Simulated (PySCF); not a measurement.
Constitutional and geometric isomers with formula C5H4. Gas-phase values, no solvent. Strings in code marks are SMILES.

The HOMO–LUMO gap from two functionals at the same geometries (PBE0-D3(BJ)/def2-TZVP), both in PySCF: PBE-D3(BJ)/def2-TZVP and PBE0-D3(BJ)/def2-TZVP. 

| species | PBE-D3(BJ)/def2-TZVP (eV) |
|---|---|
| `C#CC1C=C1` | 4.71 |
| `C#CC=C=C` | 4.30 |
| `C=C=C=C=C` | 3.75 |
| `C#CCC#C` | 6.15 |

What does PBE0-D3(BJ)/def2-TZVP give for each?


- `C#CC1C=C1`: 6.93
- `C#CC=C=C`: 6.29
- `C=C=C=C=C`: 5.60
- `C#CCC#C`: 8.36
Over these rows, drawn at random from the members with no instability flagged (it was tested for open shells, ions and some series alone), PBE minus PBE0-D3(BJ): mean -2.07 eV, from -2.22 eV to -1.85 eV.
